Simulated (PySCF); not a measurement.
# Radial density of Xe (xenon, neutral)

UHF, [Xe], closed-shell 1S. Calculation: PySCF 2.14, in cc-pVDZ-PP with ECP28MDF (4s3p2d, 23 functions); scalar relativity through the core potential. This is the valence pseudo-density: the core potential removes the inner electrons and smooths the orbitals near the nucleus.

```tsv
r (bohr)	4πr²ρ (e/bohr)
0.00125	1.346e-05
0.00210	3.788e-05
0.00353	0.0001056
0.00594	0.0002867
0.00998	0.0007248
0.0168	0.001544
0.0282	0.002453
0.0475	0.003286
0.0799	0.005907
0.134	0.04224
0.226	0.4901
0.380	6.697
0.640	28.63
1.08	13.03
1.81	5.282
3.04	1.643
5.12	0.07870
```

Energies and moments cover only the electrons outside the core potential.
